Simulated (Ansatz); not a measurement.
Steps of a relaxation of CH7N3Si, SMILES `N=C[SiH](N)N` with RKS PBE0-D4/def2-TZVP.

```sh
$ ansatz run in.yaml --threads 4 --pin off --events-out ev --progress --plain --max-ram 10444MiB
```

```yaml
crystal:
  periodic: [false, false, false]
  atoms:
    - {symbol: N, position_ang: [-2.005016, 0.922078, 0.138113]}
    - {symbol: C, position_ang: [-0.838238, 0.947590, 0.680906]}
    - {symbol: Si, position_ang: [0.399421, -0.448658, 0.253306]}
    - {symbol: N, position_ang: [1.991072, 0.180378, -0.051386]}
    - {symbol: N, position_ang: [-0.391201, -1.164679, -1.109756]}
    - {symbol: H, position_ang: [-2.585266, 1.725033, 0.450547]}
    - {symbol: H, position_ang: [-0.523432, 1.750995, 1.397180]}
    - {symbol: H, position_ang: [0.602249, -1.295840, 1.491439]}
    - {symbol: H, position_ang: [2.807241, -0.270783, 0.363805]}
    - {symbol: H, position_ang: [2.215725, 0.601377, -0.955528]}
    - {symbol: H, position_ang: [-0.216751, -2.114957, -1.437309]}
    - {symbol: H, position_ang: [-1.378703, -0.887735, -1.187418]}
basis:
  gaussian: {orbitals: def2-TZVP}
hamiltonian: {xc: pbe0, dispersion: d4}
relax: {f_tol: 0.005, max_steps: 150}
```

Positions (Å) and forces (eV/Å) along the path, 11 of 17 steps:

```xyz
12
step=1 energy=-13492.5961 eV
N    -2.005    0.922    0.138    0.652    0.603    0.718
C    -0.838    0.948    0.681   -0.463    0.110   -0.159
Si    0.399   -0.449    0.253    0.128    0.027   -0.318
N     1.991    0.180   -0.051   -0.013   -0.261   -0.220
N    -0.391   -1.165   -1.110   -0.166   -0.124    0.341
H    -2.585    1.725    0.451    0.346   -0.498   -0.193
H    -0.523    1.751    1.397   -0.265   -0.418   -0.413
H     0.602   -1.296    1.491   -0.066    0.163   -0.327
H     2.807   -0.271    0.364   -0.546    0.282   -0.254
H     2.216    0.601   -0.956   -0.147   -0.271    0.577
H    -0.217   -2.115   -1.437   -0.103    0.614    0.228
H    -1.379   -0.888   -1.187    0.645   -0.229    0.019
12
step=3 energy=-13492.6686 eV
N    -1.985    0.936    0.161   -0.040    0.056   -0.035
C    -0.830    0.936    0.689    0.095    0.017   -0.083
Si    0.387   -0.446    0.248    0.009   -0.013   -0.012
N     1.953    0.179   -0.057   -0.079   -0.065   -0.015
N    -0.379   -1.170   -1.094   -0.012    0.051    0.113
H    -2.538    1.745    0.451   -0.039   -0.036    0.032
H    -0.510    1.733    1.377   -0.002    0.015    0.040
H     0.580   -1.299    1.456    0.029   -0.030    0.017
H     2.759   -0.254    0.360    0.030    0.013    0.031
H     2.174    0.603   -0.943    0.013    0.030   -0.012
H    -0.179   -2.099   -1.418    0.024   -0.024   -0.028
H    -1.354   -0.919   -1.196   -0.027   -0.014   -0.049
12
step=5 energy=-13492.6771 eV
N    -1.976    0.981    0.148    0.048   -0.069   -0.015
C    -0.829    0.941    0.696   -0.040    0.088    0.002
Si    0.374   -0.452    0.254   -0.033   -0.017   -0.021
N     1.942    0.115   -0.111   -0.059   -0.042    0.028
N    -0.405   -1.202   -1.055    0.004    0.030   -0.010
H    -2.530    1.775    0.472   -0.023    0.046    0.019
H    -0.518    1.706    1.428    0.000   -0.045   -0.016
H     0.578   -1.272    1.483    0.034   -0.002    0.026
H     2.750   -0.168    0.410    0.075   -0.026    0.080
H     2.177    0.553   -0.983    0.002    0.063   -0.093
H    -0.116   -2.061   -1.482    0.042   -0.072   -0.025
H    -1.371   -0.971   -1.226   -0.050    0.048    0.024
12
step=7 energy=-13492.6794 eV
N    -1.964    0.994    0.126    0.021   -0.002    0.008
C    -0.827    0.936    0.693   -0.021   -0.017   -0.003
Si    0.375   -0.460    0.245    0.017   -0.002    0.023
N     1.947    0.086   -0.133    0.061   -0.006   -0.010
N    -0.418   -1.209   -1.057    0.003   -0.041   -0.016
H    -2.518    1.787    0.457    0.001    0.001    0.003
H    -0.523    1.676    1.450    0.001    0.010   -0.006
H     0.605   -1.272    1.478   -0.029   -0.002   -0.004
H     2.746   -0.136    0.437   -0.068    0.042   -0.062
H     2.178    0.589   -0.973    0.006   -0.027    0.050
H    -0.139   -2.079   -1.474   -0.018    0.041    0.009
H    -1.385   -0.967   -1.215    0.026    0.003    0.009
12
step=8 energy=-13492.6781 eV rejected
N    -1.959    0.991    0.131   -0.023   -0.036   -0.020
C    -0.820    0.927    0.691    0.015    0.056    0.035
Si    0.382   -0.471    0.248   -0.150    0.014   -0.134
N     1.953    0.062   -0.156    0.020   -0.085    0.103
N    -0.424   -1.221   -1.044    0.050    0.018   -0.006
H    -2.508    1.786    0.467    0.002    0.004   -0.012
H    -0.514    1.674    1.442    0.021   -0.006    0.013
H     0.573   -1.281    1.487    0.101    0.021    0.006
H     2.733   -0.067    0.464    0.020    0.010   -0.003
H     2.189    0.574   -0.988   -0.060   -0.005   -0.003
H    -0.144   -2.073   -1.496    0.006    0.000    0.009
H    -1.383   -0.957   -1.214   -0.004    0.009    0.009
12
step=10 energy=-13492.6816 eV
N    -1.959    0.992    0.132    0.002   -0.004    0.000
C    -0.820    0.931    0.694   -0.002    0.004    0.002
Si    0.375   -0.471    0.247   -0.014   -0.007   -0.006
N     1.953    0.035   -0.160    0.044   -0.012    0.030
N    -0.422   -1.213   -1.053    0.002    0.002   -0.004
H    -2.509    1.788    0.463    0.000    0.001    0.001
H    -0.512    1.676    1.447    0.001    0.005    0.002
H     0.591   -1.273    1.488    0.002   -0.003    0.003
H     2.728   -0.058    0.473   -0.022    0.010   -0.017
H     2.175    0.566   -0.984   -0.009    0.006   -0.008
H    -0.134   -2.063   -1.502    0.000   -0.006    0.002
H    -1.387   -0.966   -1.210   -0.004    0.004   -0.004
12
step=12 energy=-13492.6818 eV
N    -1.959    0.991    0.134   -0.006   -0.005    0.006
C    -0.819    0.930    0.695    0.010    0.009   -0.015
Si    0.375   -0.473    0.246   -0.010   -0.004    0.008
N     1.954    0.030   -0.161    0.029   -0.002    0.011
N    -0.423   -1.213   -1.055    0.001    0.002   -0.003
H    -2.508    1.787    0.464    0.002    0.001   -0.002
H    -0.508    1.679    1.443   -0.002   -0.003    0.007
H     0.590   -1.275    1.488    0.000   -0.002   -0.003
H     2.726   -0.049    0.477   -0.016    0.006   -0.011
H     2.172    0.567   -0.983   -0.007   -0.002    0.001
H    -0.137   -2.066   -1.501   -0.001   -0.001    0.002
H    -1.387   -0.963   -1.213    0.001    0.000    0.000
12
step=13 energy=-13492.6812 eV rejected
N    -1.958    0.985    0.142    0.028    0.059   -0.063
C    -0.814    0.930    0.694   -0.017   -0.045    0.048
Si    0.376   -0.477    0.244   -0.005    0.002    0.027
N     1.959    0.012   -0.169    0.059    0.015    0.033
N    -0.423   -1.213   -1.059    0.006    0.000   -0.005
H    -2.502    1.790    0.462   -0.017   -0.035    0.037
H    -0.504    1.676    1.446    0.017    0.019   -0.037
H     0.586   -1.279    1.487    0.000   -0.002   -0.010
H     2.719   -0.016    0.490   -0.061   -0.003   -0.044
H     2.167    0.563   -0.984   -0.007   -0.010    0.008
H    -0.145   -2.072   -1.497   -0.003    0.007    0.002
H    -1.384   -0.955   -1.220    0.002   -0.005    0.006
12
step=14 energy=-13492.6819 eV
N    -1.957    0.991    0.134   -0.005   -0.004    0.006
C    -0.816    0.931    0.694    0.005   -0.003    0.001
Si    0.376   -0.475    0.245    0.000    0.007    0.003
N     1.956    0.022   -0.164    0.001   -0.002    0.000
N    -0.422   -1.212   -1.057    0.005    0.000   -0.002
H    -2.506    1.786    0.466    0.004    0.004   -0.005
H    -0.506    1.678    1.443   -0.001   -0.003    0.000
H     0.588   -1.279    1.487   -0.002    0.001   -0.003
H     2.722   -0.033    0.483    0.001    0.000    0.004
H     2.169    0.565   -0.983   -0.004    0.001   -0.003
H    -0.141   -2.069   -1.499    0.000   -0.002    0.000
H    -1.386   -0.960   -1.216   -0.003    0.001    0.000
12
step=15 energy=-13492.6819 eV
N    -1.956    0.990    0.136    0.000    0.002   -0.002
C    -0.816    0.930    0.695    0.003   -0.003    0.001
Si    0.376   -0.477    0.245    0.000    0.003    0.006
N     1.957    0.018   -0.166    0.001    0.001    0.001
N    -0.422   -1.212   -1.058    0.003    0.000   -0.003
H    -2.504    1.788    0.465    0.000   -0.001    0.001
H    -0.504    1.677    1.443    0.000   -0.001   -0.002
H     0.587   -1.281    1.486   -0.001    0.001   -0.002
H     2.720   -0.024    0.486   -0.002   -0.001    0.001
H     2.167    0.564   -0.984   -0.002    0.000   -0.002
H    -0.142   -2.070   -1.498   -0.001   -0.001    0.000
H    -1.386   -0.959   -1.216   -0.001    0.000    0.000
12
step=17 energy=-13492.6819 eV
N    -1.956    0.991    0.135   -0.001    0.001    0.000
C    -0.816    0.930    0.695    0.003   -0.001    0.000
Si    0.376   -0.476    0.246    0.002    0.000   -0.003
N     1.956    0.019   -0.166    0.002    0.001    0.004
N    -0.420   -1.211   -1.060   -0.004   -0.001    0.000
H    -2.504    1.788    0.465    0.000    0.000    0.000
H    -0.504    1.676    1.444   -0.001    0.000    0.000
H     0.586   -1.281    1.486    0.000    0.000    0.000
H     2.720   -0.024    0.486    0.001    0.001    0.001
H     2.166    0.563   -0.985   -0.001    0.000    0.000
H    -0.142   -2.071   -1.497    0.000    0.001    0.000
H    -1.384   -0.959   -1.217   -0.001   -0.001    0.000
```

Run time 55 s (4 threads of an Arm Neoverse V1 on a shared host); peak host memory 0.5 GiB.
